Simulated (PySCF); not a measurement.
K₂F⁺, singlet: molecular constants

Method: PBE0 in PySCF with F def2-TZVP, K def2-TZVP; no relativity; density-fitted integrals.

The structure is a minimum.

Z-matrix (Å, degrees; charge 1 multiplicity 1):
```
F
K  1 2.3245
K  1 2.3245 2 180.00
```

```json
{"Point group": "D∞h", "Bond lengths": "F–K 2.325 Å (×2)", "Bond angles": "K–F–K 180.0°", "Lowest empty level": "-3.96 eV", "Principal polarisabilities": "16.5, 16.5, 24.9 bohr³", "Highest occupied level": "-11.75 eV", "Zero-point energy": "4.7 kJ/mol", "Dipole moment about the centre of mass": "0.00 D", "Enthalpy at 298.15 K above 0 K": "14.91 kJ/mol", "Rotational symmetry number": "2", "Principal quadrupole moments (Buckingham, traceless) about the centre of mass": "-23.30, -23.30, 46.60 D Å", "Heat capacity Cp at 298.15 K": "59.3 J/(mol K)", "Entropy at 298.15 K and 1 bar": "283.1 J/(mol K)", "Rotational constants": "0.04003 cm⁻¹"}
```

Harmonic modes (masses in u: F 18.998, K 38.964):
```
symmetry  ω (cm⁻¹)  IR (km/mol, summed over degenerate members)  μ (u)
      πu        91                                          118  21.12
     σg+       196                                          0.0  38.96
     σu+       408                                          145  21.12
```

In D∞h the vibrations span πu + σg+ + σu+. The σg+ mode carries no infrared intensity, as symmetry demands. With a centre of inversion only u modes can be infrared active and only g modes Raman active.

Charges (e):
```tsv
atom	Mulliken	Löwdin	polar tensor	Mayer order to F1
F1	-0.77	-0.54	-0.95	–
K2,3	0.89	0.77	0.97	0.21
```

Mulliken populations on F1: s 3.98, p 5.79, d 0.00, f 0.00.

Outer orbital energies (eV). occupied: -24.07, -24.06, -24.06, -23.97, -23.70, -11.98, -11.75, -11.75; empty: -3.96, -3.60, -2.18, -2.18.

This need not be the most stable arrangement of these atoms.

The final relaxation and frequency run took 12 s on 2 threads of a shared Arm Neoverse V1 host, with 97 basis functions and 7 gradients; the process peaked at 0.84 GiB.
